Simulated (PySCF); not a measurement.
Input for PySCF: U-B3LYP/6-31G* on C2H7B (SMILES BCC), a point of a bond scan (R = 1.206 Å).

```python
from pyscf import gto, scf, dft, mp
from pyscf.data.elements import chemcore

mol = gto.M(
    atom='''
    B    -0.74511678    1.00969072    0.73932318
    H    -1.05554184    1.26984720    1.86306207
    H    -1.14246163    1.71786546   -0.13812402
    C     0.20447514   -0.18371935    0.45381740
    C     0.38209057   -0.63740051   -0.99729133
    H    -0.05531068   -1.11439881    1.17599426
    H     1.16986677    0.17617641    0.85720004
    H     0.67431348    0.19819760   -1.63621306
    H    -0.55096305   -1.03917752   -1.39764403
    H     1.14266970   -1.41485196   -1.09439513
    ''',
    basis='6-31g*',
    cart=True,
    charge=0, spin=0, verbose=3, max_memory=1800)
mf = dft.UKS(mol, xc='b3lyp')
mf.conv_tol = 1e-8
mf.max_cycle = 100
mf.init_guess_breaksym = True
mf.kernel()
if not mf.converged:
    mf = mf.newton().run(mf.mo_coeff, mf.mo_occ)
for _ in range(4):
    mo, _, stable, _ = mf.stability(return_status=True)
    if stable:
        break
    mf.kernel(mf.make_rdm1(mo, mf.mo_occ))
```

### Question
Predict the final total energy.

### Answer
-105.2524 hartree.
